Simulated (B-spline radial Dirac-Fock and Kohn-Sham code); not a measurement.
Photoionisation of potassium ions at Cu Kα (8047.8 eV)

Level of theory: Dirac-Hartree-Slater photoionisation with all multipoles and Dirac-Fock thresholds; a radial B-spline solver. Cross sections in kb; a dash marks an empty subshell or a threshold above the photon energy.

```csv
ion,configuration,total,1s,2s,2p1/2,2p3/2,3s
K⁷⁺,[Ne] 3s2,9.489,8.58,0.598,0.0708,0.134,0.102
K⁹⁺,[He] 2s2 2p6,9.405,8.59,0.604,0.0714,0.135,–
K¹⁰⁺,[He] 2s2 2p5,9.420,8.61,0.630,0.0629,0.119,–
K¹¹⁺,[He] 2s2 2p4,9.441,8.63,0.659,0.0536,0.102,–
K¹⁷⁺,1s2,8.696,8.70,–,–,–,–
```

Values without a named source are computed, but for edge energies of neutral atoms, which are taken from tables.
